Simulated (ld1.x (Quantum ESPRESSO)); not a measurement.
# What one change does to a pseudopotential (Si, PAW)

ld1.x (Quantum ESPRESSO) 7.5 input, shortened:

```
&input
   title='Si', zed=14., rel=1, dft='PZ', iswitch=3,
   config='[Ne] 3s2 3p2'
 /
 &inputp
   pseudotype=3, lpaw=.true., tm=.true., lloc=-2, rcloc=1.95,
   nlcc=.true., new_core_ps=.true.,
   which_augfun='PSQ', rmatch_augfun_nc=.true.
 /
4
3S  1  0   2.00   0.00  1.50  2.05  0.0
3S  1  0   0.00   1.05  1.50  2.05  0.0
3P  2  1   2.00   0.00  1.90  2.15  0.0
3P  2  1   0.00   0.70  1.90  2.15  0.0
 &test
   configts(1)='3s2 3p2'
 /
```

Change: all radii but the core radius scaled by about 1.11 (s 2.28, p 2.40 bohr, rcut 1.68/2.12); local potential all-electron potential smoothed inside 2.18 bohr (lloc = -2).

Cutoffs: the cutoffs (Ry, on a coarse ladder) from which the occupation-weighted sum of valence levels, in a spherical-Bessel basis at the reference potential, stays within 10 and 1 mRy of its value at 400 Ry; they do not see the model core or the augmentation charge, which bear on the density cutoff. Errors are all-electron minus pseudo energies relative to the spin-unpolarised reference configuration.

Predict the effect on cutoff, ghosts and configuration errors.

The potential gets softer (8 Ry and 15 Ry → 8 Ry and 12 Ry); the errors of the 9 common tests hardly move; neither file shows a bound ghost. A larger radius leaves more room for a smooth pseudo-wave, so fewer plane waves are needed.

```tsv
quantity	base	changed
cutoff, loose	8 Ry	8 Ry
cutoff, tight	15 Ry	12 Ry
bound ghosts	none	none
error for 3s2 3p1, meV [ΔE 7.83 eV]	-1.4	-1.4
error for 3s2 3p0, meV [ΔE 23.94 eV]	-13	-13
error for 3s1 3p0, meV [ΔE 58.09 eV]	-72	-70
error for 3s2 3p2.3, meV [ΔE -0.96 eV]	0.0	0.0
error for 3s2 3p1.5, meV [ΔE 2.96 eV]	-0.3	-0.3
error for 3s1 3p2, meV [ΔE 15.24 eV]	-3.5	-3.4
error for 3s0 3p4, meV [ΔE 13.78 eV]	-2.5	-2.4
error for 3s2 3p2 (spin-polarised), meV [ΔE -0.61 eV]	-0.4	-0.3
error for 3s2 3p1 (spin-polarised), meV [ΔE 7.62 eV]	-1.6	-1.5
lowest overlap eigenvalue by channel	s 0.46, p 0.83	s 0.48, p 0.86
```
